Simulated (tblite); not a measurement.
Species: C3H8FSi (doublet state).
Z-matrix (Å and degrees, GFN2-xTB geometry), rows numbered from 1:
```
C 
C   1  1.4789
C   2  1.4671  1  122.37
Si  3  1.9261  2  108.65  1    86.03
F   4  1.6120  3  106.14  2   -56.31
H   1  1.0930  2  110.81  3   135.71
H   1  1.0880  2  110.99  3    14.64
H   1  1.0961  2  111.61  3  -105.70
H   2  1.0770  1  118.13  3   170.27
H   3  1.0913  2  110.83  1   -33.16
H   3  1.0898  2  111.31  1  -153.81
H   4  1.4539  3  111.43  2    57.61
H   4  1.4563  3  114.09  2  -170.43
```

Computed values, GFN2-xTB/tblite, gas phase, harmonic and unscaled. The method is semi-empirical: single wavenumbers can be off by several per cent or more. Modes of hydrogen on silicon can be 10 to 20 % off. One conformer, not necessarily the lowest. Open shells enter through the occupations alone, without spin polarisation, and single modes of such species can be off by tens of per cent.

Harmonic wavenumbers (cm⁻¹): 34.6, 70.3, 82.2, 164.2, 232.4, 397.9, 454.4, 491.6, 571.6, 645.0, 712.4, 762.8, 788.0, 826.7, 938.9, 993.8, 1019.8, 1162.9, 1193.5, 1200.1, 1346.5, 1402.1, 1454.4, 1466.0, 1488.2, 2309.3, 2344.5, 2896.8, 2957.0, 2961.0, 2974.9, 3029.7, 3101.6.

A = 6158, B = 2612, C = 2022 MHz; mass 91.038 u (most abundant isotopes); point group C1, symmetry number 1; spin multiplicity 2.

Task: Zero-point energy?

Result: ½Σν̃ = 21238 cm⁻¹ = 254.06 kJ/mol.

Task: Give the ideal-gas entropy at 500 K and 1 bar in the rigid-rotor, harmonic-oscillator model (classical rotation).

Result: Translation 175.87, rotation 118.13, vibration 151.90, spin (R ln 2) 5.76: S = 451.7 J/(mol K).

Task: And Cp and H(500 K) − H(0)?

Result: Cp = 168.42 J/(mol K), of which vibrations give 135.17 (their classical limit is 33 R = 274.4); H(500 K) − H(0) = 53.08 kJ/mol without the zero-point energy, 36.46 from vibrations.

Task: What must be added to the electronic energy to get the Gibbs energy at 500 K and 1 bar?

Result: ZPE + [H(500 K) − H(0)] − T·S = 254.06 + 53.08 − 225.83 = 81.31 kJ/mol.

Task: How do the functions run with temperature in this model?

Result: 
```json
{"T (K)": "150", "S (J/(mol K))": "310.5", "Cp (J/(mol K))": "79.4", "H − H(0) (kJ/mol)": "8.88", "G − H(0) (kJ/mol)": "-37.69", "ln q(vib)": "2.98"}
{"T (K)": "250", "S (J/(mol K))": "357.4", "Cp (J/(mol K))": "106.9", "H − H(0) (kJ/mol)": "18.18", "G − H(0) (kJ/mol)": "-71.16", "ln q(vib)": "4.95"}
{"T (K)": "298.15", "S (J/(mol K))": "377.3", "Cp (J/(mol K))": "120.4", "H − H(0) (kJ/mol)": "23.65", "G − H(0) (kJ/mol)": "-88.85", "ln q(vib)": "5.86"}
{"T (K)": "400", "S (J/(mol K))": "416.5", "Cp (J/(mol K))": "146.7", "H − H(0) (kJ/mol)": "37.29", "G − H(0) (kJ/mol)": "-129.31", "ln q(vib)": "7.72"}
{"T (K)": "600", "S (J/(mol K))": "484.0", "Cp (J/(mol K))": "186.4", "H − H(0) (kJ/mol)": "70.85", "G − H(0) (kJ/mol)": "-219.55", "ln q(vib)": "11.23"}
{"T (K)": "900", "S (J/(mol K))": "567.6", "Cp (J/(mol K))": "225.3", "H − H(0) (kJ/mol)": "133.06", "G − H(0) (kJ/mol)": "-377.74", "ln q(vib)": "16.08"}
```

q(vib) and H(0) count from the zero-point level.

Hindered rotation and anharmonicity are outside this model. Other conformers, if any are populated, would add a mixing term that is left out. The structure is chiral; the term R ln 2 for an equal mix with its mirror image is left out.
